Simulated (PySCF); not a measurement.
Br (bromine, neutral) across methods

[Ar] 3d10 4s2 4p5, 2P determinant. Computed with PySCF 2.14 in x2c-QZVPPall with one added diffuse shell each of s, p, d, f type (12s9p6d5f1g, 113 functions), with scalar relativity by spin-free X2C-1e. The B2PLYP total includes its PT2 part (frozen core); its orbital energies are those of the SCF part.

```json
{"method": "PBE0", "E (hartree)": "-2606.012", "mean ε 4s β (eV)": "-21.567", "mean ε 4p α (eV)": "-9.620", "mean ε 4p β (eV)": "-8.750", "Σ⟨r²⟩ (bohr²)": "39.92", "⟨S²⟩": "0.753"}
{"method": "UHF", "E (hartree)": "-2604.50298", "mean ε 4s β (eV)": "-26.367", "mean ε 4p α (eV)": "-12.967", "mean ε 4p β (eV)": "-11.782", "Σ⟨r²⟩ (bohr²)": "40.09", "⟨S²⟩": "0.759"}
{"method": "PBE", "E (hartree)": "-2605.958", "mean ε 4s β (eV)": "-19.607", "mean ε 4p α (eV)": "-8.224", "mean ε 4p β (eV)": "-7.433", "Σ⟨r²⟩ (bohr²)": "40.18", "⟨S²⟩": "0.753"}
{"method": "CAM-B3LYP", "E (hartree)": "-2606.464", "mean ε 4s β (eV)": "-23.317", "mean ε 4p α (eV)": "-10.961", "mean ε 4p β (eV)": "-10.158", "Σ⟨r²⟩ (bohr²)": "40.14", "⟨S²⟩": "0.753"}
{"method": "LDA", "E (hartree)": "-2602.588", "mean ε 4s β (eV)": "-19.891", "mean ε 4p α (eV)": "-8.326", "mean ε 4p β (eV)": "-7.563", "Σ⟨r²⟩ (bohr²)": "40.13", "⟨S²⟩": "0.751"}
{"method": "B2PLYP", "E (hartree)": "-2605.872", "mean ε 4s β (eV)": "-23.438", "mean ε 4p α (eV)": "-10.804", "mean ε 4p β (eV)": "-9.868", "Σ⟨r²⟩ (bohr²)": "40.11", "⟨S²⟩": "0.754"}
{"method": "r2SCANh", "E (hartree)": "-2606.276", "mean ε 4s β (eV)": "-20.796", "mean ε 4p α (eV)": "-9.138", "mean ε 4p β (eV)": "-8.240", "Σ⟨r²⟩ (bohr²)": "39.77", "⟨S²⟩": "0.755"}
{"method": "r2SCAN", "E (hartree)": "-2606.284", "mean ε 4s β (eV)": "-20.075", "mean ε 4p α (eV)": "-8.632", "mean ε 4p β (eV)": "-7.754", "Σ⟨r²⟩ (bohr²)": "39.79", "⟨S²⟩": "0.755"}
```
